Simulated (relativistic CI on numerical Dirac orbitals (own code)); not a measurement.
**Lu LXV: sensitivity of the levels to the model**

Base calculation: Dirac-Coulomb-Breit CI, orbitals from a KLI potential per configuration, model QED, unscaled Slater integrals.

Configuration list (outside the closed core 1s2): 2s2 2p3, 2s 2p4, 2p5, 2p4 3s, 2p4 3p, 2p4 3d, 2s2 2p2 3s, 2s2 2p2 3p, 2s2 2p2 3d, 2s 2p3 3s, 2s 2p3 3p, 2s 2p3 3d, 2s2 2p2 4s, 2s2 2p2 4p, 2s2 2p2 4d, 2s2 2p2 4f. Levels of other configurations are missing.

The lowest level and the first level of each name with at least 55 % of one term (blank where a level has no safe partner in the second run):

| Level | Base (eV) | Shift (eV) |
| --- | --- | --- |
| 2s2 2p3 2P°_3/2 | 0.00 | 0.00 |
| 2s2 2p3 4S°_3/2 | 1144.57 | +14.27 |
| 2s2 2p3 2D°_5/2 | 1167.76 | +23.14 |
| 2s2 2p3 2P°_1/2 | 1216.91 | +11.77 |
| 2s 2p4 4P_5/2 | 1469.71 | +4.71 |
| 2s 2p4 2S_1/2 | 1570.79 | -4.52 |
| 2s 2p4 4P_3/2 | 2640.69 | +13.89 |
| 2s 2p4 2D_5/2 | 2681.41 | +22.97 |
| 2s 2p4 2P_1/2 | 2742.35 | +13.56 |
| 2p5 2P°_3/2 | 3111.08 | +0.59 |
| 2p5 2P°_1/2 | 4284.50 | +15.13 |
| 2s2 2p2 3s 4P_3/2 | 9254.52 | +25.94 |
| 2s2 2p2 3s 2P_1/2 | 9264.57 | +25.98 |
| 2s2 2p2 3s 2D_5/2 | 9274.25 | +33.60 |

At this charge energies of transitions that change n are usually good to better than 1 %, and those within a shell (Δn = 0) to a few per cent.

Problem. One thing was changed in a second run, which moved the levels as shown. Which?
A. Breit term removed
B. configuration mixing switched off
C. QED terms removed
D. valence Slater integrals scaled by 0.9

Solution. A. Breit term removed. The Breit term mainly narrows fine-structure intervals, so removing it widens them.

LS names give the leading component of a level, which can be under half, so a name can repeat, a term be missing and a line seem to break the LS rules.
